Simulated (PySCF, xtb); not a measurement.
C2H9NOSi2, SMILES [SiH3]/N=C\CO[SiH3]. The values are those of a single conformer.

Harmonic wavenumbers (cm⁻¹) from GFN2-xTB run with xtb 6.7.1 at its own minimum, in rising order: 20, 69, 91, 104, 134, 208, 296, 351, 467, 594, 606, 606, 654, 721, 742, 749, 766, 790, 803, 813, 822, 844, 987, 1028, 1168, 1203, 1275, 1323, 1438, 1781, 2190, 2218, 2251, 2290, 2291, 2362, 2881, 2903, 2923.

What does PBE-D3(BJ)/def2-SVP run with PySCF give at its own minimum? (The exact figures need the calculation; the answer reports its results.)

28, 64, 81, 92, 144, 205, 281, 365, 476, 662, 670, 685, 700, 719, 731, 794, 884, 894, 912, 916, 931, 948, 998, 1042, 1126, 1225, 1292, 1339, 1400, 1736, 2099, 2147, 2150, 2177, 2184, 2213, 2913, 2920, 2970. Paired by order, the mean absolute difference is 51 cm⁻¹ and the zero-point energies are 62.6 and 63.1 kcal/mol.
